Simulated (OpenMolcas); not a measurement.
Rh2+ (d7) among equal point charges was computed by CASSCF with the d shell active (OpenMolcas, ANO-RCC-VDZP on the metal). Its lowest spin-free states, and all those of the highest spin:

| 2S+1 | Degeneracy | E (cm-1) |
| --- | --- | --- |
| 4 | 1 | 0.0 |
| 4 | 3 | 935.1 |
| 4 | 3 | 1669 |
| 4 | 3 | 14471 |
| 2 | 2 | 15017 |
| 2 | 3 | 15067 |
| 2 | 1 | 15096 |
| 2 | 3 | 15373 |
| 2 | 3 | 19174 |
| 2 | 3 | 19482 |
| 2 | 2 | 19918 |
| 2 | 3 | 19946 |

Q: Is the site octahedral, tetrahedral or cube-like, axial, or of lower symmetry?

A: The states with 2S+1 = 4 have orbital degeneracies 1, 3, 3, 3. Threefold states need a cubic site. For d7 at this spin an octahedron puts the threefold T1 below the threefold T2 and a tetrahedron or cube puts the single A2 below the threefold T2, so the site is a tetrahedron or a cube, which this pattern cannot tell apart. The first gap at this spin, 935 cm-1, is |10Dq| in ligand-field theory. The run had Rh2+ among 4 point charges of -1 e arranged as a tetrahedron (Td), 2.48 Å from the ion.

Spin-orbit coupling mixes the spin-free states strongly: the lowest level takes only 54 % from its leading state, 4A2. Without dynamic correlation the repulsion within the d shell is too large (B by tens of per cent), so at a given field states of lower spin stand too high. The ground term spreads over less than 5000 cm-1, several times less than with real ligands, so orbital moments are less quenched and χT lies further from the spin-only value than at real sites. This is an electrostatic model: the charges have no orbitals. No measured value stands beside these numbers.
